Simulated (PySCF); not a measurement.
Pm(2+) (promethium, charge +2): UHF calculation

Configuration: [Xe] 4f4 6s1, one real determinant (an excited configuration). Computed with PySCF 2.14 in ANO-RCC-VTZP (8s7p5d3f2g1h, 104 functions), with the spin-free X2C one-electron Hamiltonian (Gaussian nucleus).

```
Total energy                                                  : -10015.090698 hartree
One-electron energy                                           : -13636.2756 hartree
Hartree (Coulomb) energy                                      : 3848.9864 hartree
Exchange energy                                               : -227.8015 hartree
⟨S²⟩                                                          : 8.7525
⟨L²⟩                                                          : 34.033
Sum of ⟨r⟩                                                    : 37.05 bohr
Sum of ⟨r²⟩                                                   : 53.19 bohr²
Traceless quadrupole moment −½Σ⟨3z² − r²⟩ along its main axis : 0.0394 e·bohr²
Langevin diamagnetic susceptibility                           : -42.1 ×10⁻⁶ cm³/mol
```

```tsv
shell	electrons	mean orbital energy (eV)	spread (eV)	rms radius, mean of both spins (bohr)
1s α	1	-45420.6	0	0.0264
1s β	1	-45420.6	0	0.0264
2s α	1	-7520.0	0	0.107
2s β	1	-7519.8	0	0.107
2p α	3	-6720.6	0.050	0.0959
2p β	3	-6720.5	0.055	0.0959
3s α	1	-1708.6	0	0.277
3s β	1	-1706.3	0	0.277
3p α	3	-1451.2	0.171	0.277
3p β	3	-1448.7	0.319	0.277
3d α	5	-1093.6	0.432	0.256
3d β	5	-1090.9	0.392	0.256
4s α	1	-383.14	0	0.629
4s β	1	-376.68	0	0.629
4p α	3	-295.82	0.122	0.667
4p β	3	-288.70	0.549	0.667
4d α	5	-168.79	1.749	0.740
4d β	5	-159.48	0.879	0.740
5s α	1	-73.448	0	1.52
5s β	1	-70.659	0	1.52
5p α	3	-48.388	0.107	1.74
5p β	3	-46.308	0.236	1.74
4f α	4	-36.234	1.645	1.01
6s α	1	-17.672	0	4.01
```

⟨L²⟩ = 34.03 against 42 for a pure I term, so this real determinant mixes terms. Spin-orbit coupling, absent here, splits the open shell strongly.

Densities and radii are taken from the X2C orbitals without a picture-change correction, which distorts them close to the nucleus.

Spin-orbit constants ζ (cm⁻¹) from the X2C one-electron operator on these orbitals: bare nucleus, nucleus screened by l(l+1)(2l+1)/3 electrons, and screened by the Breit-Pauli mean field of the electrons.

| shell | bare | screened nucleus | mean field |
| --- | --- | --- | --- |
| 2p | 2935000 | 2839000 | n/a |
| 3p | 597100 | 577500 | n/a |
| 3d | 92590 | 77410 | n/a |
| 4p | 127400 | 123200 | n/a |
| 4d | 16440 | 13740 | n/a |
| 4f | 2266 | 1226 | n/a |
| 5p | 18190 | 17600 | n/a |

To first order the Landé constant is A = 245.2 cm⁻¹, so the lowest level has J = 7/2 and lies 0.532 eV below the centre of the term. This holds in LS coupling only.
